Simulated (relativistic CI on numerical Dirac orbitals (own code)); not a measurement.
Method of calculation: Dirac-Coulomb-Breit CI, separate exchange-only KLI orbitals for each configuration, model QED (radiative potential, 1s self-energy scaled to tabulated hydrogen-like ionisation energies), unscaled Slater integrals (own radial code, finite nucleus).

The strongest absorption lines from the ground level of an ion, among the configurations computed and to levels below about 168 eV (vacuum wavelength in nm, gf): 7.8815 (1.2), 7.9654 (0.14), 9.0208 (1.5), 9.1306 (0.029), 9.1417 (0.13), 9.1560 (0.025), 13.999 (0.17), 14.074 (0.44).

(1) Which ion is it?
A. Ga IV
B. Br VI
C. Br VIII
D. As VI

Answers

(1) C. Br VIII has 28 electrons and the ground level 3d10 1S_0; the strongest line goes to 3d9.4f 1P°_1. The pattern of lines fixes the number of electrons, and along that sequence the line energies rise steadily with the charge (about as its square where n changes within one kind of shell, about linearly where n is kept but much faster in heavy ions where fine structure, which grows about as Z⁴, sets the gap, and irregularly where shells cross), which fixes Z. Configurations outside the model, such as inner-shell arrays, can give stronger lines. At this charge configurations can still be misplaced by up to about 7 % of their energy.

LS names give the leading component of a level, which can be under half, so a name can repeat, a term be missing and a line seem to break the LS rules.
